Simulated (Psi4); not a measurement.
A dimer, CH4 ··· H4N+ (SMILES C and [NH4+]) (charge +1); the first 5 atoms form monomer A.

```
10

C      0.0000     0.0000     0.0000
H     -0.6130    -0.8187    -0.3743
H     -0.4310     0.9495    -0.3147
H      0.0346    -0.0402     1.0879
H      1.0094    -0.0905    -0.3989
N      1.7718     2.3569     1.0816
H      2.5547     1.9756     1.6224
H      1.2052     2.9641     1.6824
H      2.1347     2.9002     0.2917
H      1.1927     1.5877     0.7299
```

**Question.** What interaction energy does SAPT0/jun-cc-pVDZ, frozen core run with Psi4 give, and which attractive term is the largest?

**Answer.** Total -11.90 kJ/mol: electrostatics -8.89, exchange 25.68, induction -21.36, dispersion -7.32. The most attractive term is induction.
